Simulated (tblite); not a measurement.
Species: C3H10OSi4.
Numbering: `[CH2:1]=[CH:2][Si@H:3]1[SiH2:4][Si@H:5]([CH:6]=[O:7])[SiH2:8]1` (hydrogens: H9, H10 on C1; H11 on C2; H12 on Si3; H13, H14 on Si4; H15 on Si5; H16 on C6; H17, H18 on Si8)

Computed geometry: GFN2-xTB, gas phase.

(1) List the bond lengths, angles and torsions at this level.

## Answers

(1) 
```
            bond  length (bohr)   order
           C1=C2          2.502  double
          C2–Si3          3.563  single
Si3–Si4, Si3–Si8          4.488  single
Si4–Si5, Si5–Si8          4.475  single
          Si5–C6          3.573  single
           C6=O7          2.302  double
           C1–H9          2.038  single
          C1–H10          2.041  single
          C2–H11          2.049  single
         Si3–H12          2.777  single
Si4–H13, Si8–H17          2.785  single
Si4–H14, Si8–H18          2.772  single
         Si5–H15          2.784  single
          C6–H16          2.095  single
```

Bonds in one row agree within 0.02 bohr and their mean is given. Orders are formal, as drawn. A selection of angles:
```
      angle  degrees
  C1–C2–Si3    125.5
 C2–Si3–Si4    113.0
Si4–Si3–Si8     90.5
Si3–Si4–Si5     88.3
 Si4–Si5–C6     98.1
Si4–Si5–Si8     90.8
  Si5–C6–O7    118.7
```

Torsions: C1–C2–Si3–Si4 130° (anticlinal); C2–Si3–Si4–Si5 126° (anticlinal); Si3–Si4–Si5–C6 87° (synclinal); Si4–Si5–C6–O7 -46° (synclinal); Si4–Si5–Si8–Si3 11° (synperiplanar); C2–Si3–Si8–Si5 -126° (anticlinal).

The 4-membered ring Si3–Si4–Si5–Si8 has internal angles of 88.3° to 90.8°; it is puckered, 0.12 Å rms from its mean plane, widest ring torsion 11°. Of the pairs four or more bonds apart, Si3···O7 is among the closest relative to their van der Waals radii: 3.49 Å, 96 % of the sum of Bondi's values. Si3 (SiH silicon) has angles from 90.5° to 117.4°. Si4 (SiH2 silicon) has angles from 88.3° to 120.1°. Si5 (SiH silicon) has angles from 90.8° to 128.7°.

Point group: Cs (tolerance 0.08 Å). Its GFN2-xTB frequencies are all real (lowest 22 cm⁻¹). The numbers are those of one conformer. 3 starts were optimised and ended at 0.00, 1.84 and 1.87 kcal/mol (GFN2-xTB); the lowest of these is shown.
